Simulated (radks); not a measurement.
All-electron atom: Hf5+ in [Xe] 4f13 (the NIST ground configuration).

Calculated with a radial shooting solver on a logarithmic mesh with Libxc functionals: scalar-relativistic Kohn-Sham, LDA (Slater exchange, VWN5 correlation), spin-polarised, spherical densities, finite nucleus; open shells are filled with parallel spins first (spin-orbit coupling, left out, can overturn this in heavy ions); Fermi nuclear charge, rms radius 5.347 fm.

Energy parts (Ry):
| part | energy |
|---|---|
| total | -30123.4999 |
| kinetic | 32988.0439 |
| electron-nucleus | -73997.5330 |
| Hartree | 11478.6858 |
| exchange-correlation | -592.6966 |

Orbitals (lengths in bohr, moments of r in powers of bohr; r(max) is where P^2 peaks; r(90%) holds 90 % of the orbital's charge):
orbital  occ.  eigenvalue (Ry)      <r>  r(90%)       <r^4>   r(max)
1s up       1        -4797.656  0.01900  0.0345   6.639e-07  0.01191
1s down     1        -4797.656  0.01900  0.0345   6.639e-07  0.01191
2s up       1        -824.7182  0.08044   0.125   0.0001009  0.06812
2s down     1        -824.7161  0.08044   0.125   0.0001009  0.06812
2p up       3        -725.2326  0.07175   0.117  0.00007824  0.05568
2p down     3        -725.2311  0.07175   0.117  0.00007824  0.05568
3s up       1        -191.7429   0.2089   0.306    0.003746   0.1923
3s down     1        -191.7018   0.2089   0.306    0.003745   0.1923
3p up       3        -162.0093   0.2087   0.312    0.003997   0.1899
3p down     3        -161.9683   0.2087   0.312    0.003995   0.1899
3d up       5        -126.6871   0.1891   0.294    0.003099   0.1546
3d down     5        -126.6550   0.1890   0.294    0.003097   0.1546
4s up       1        -42.52403   0.4680   0.672     0.08884   0.4373
4s down     1        -42.44847   0.4680   0.672     0.08889   0.4373
4p up       3        -32.74332   0.4969   0.723      0.1179   0.4580
4p down     3        -32.66981   0.4970   0.723      0.1180   0.4580
4d up       5        -20.08528   0.5330   0.800      0.1757   0.4703
4d down     5        -20.01417   0.5333   0.800      0.1761   0.4703
4f up       7         -6.07500   0.6420    1.07      0.6173   0.4500
4f down     6         -6.00912   0.6442    1.07      0.6303   0.4503
5s up       1         -9.40505    1.100    1.57       2.664    1.000
5s down     1         -9.37486    1.102    1.58       2.681    1.002
5p up       3         -6.93531    1.260    1.82       4.720    1.127
5p down     3         -6.91292    1.263    1.82       4.757    1.128

The highest occupied level is 4f down at -81.758 eV. The electron density at the nucleus is 1.277e+06 e/bohr^3 (large components only). The density falls to 0.001 e/bohr^3 at r = 2.76 bohr. Summed over all electrons, <r^2> = 26.56 bohr^2, which gives a Langevin (diamagnetic) susceptibility term of -21 x 10^-6 cm^3/mol. Spin moment in Bohr magnetons: 1.
